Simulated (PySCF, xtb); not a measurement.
Al(H)(Cl)(OMe) (CH4AlClO), SMILES C[O][AlH][Cl].

GFN2-xTB run with xtb 6.7.1 at its own geometry gives an orbital gap of 4.97 eV and a dipole moment of 1.76 D.

Geometry: PBE-D3(BJ)/def2-SVP. Other conformers were not sampled.

Task: What does M06-2X/def2-TZVP run with PySCF give? (The exact figures need the calculation; the answer reports its results.)

Result: gap 9.62 eV (levels -9.92 and -0.30 eV), dipole 0.92 D.
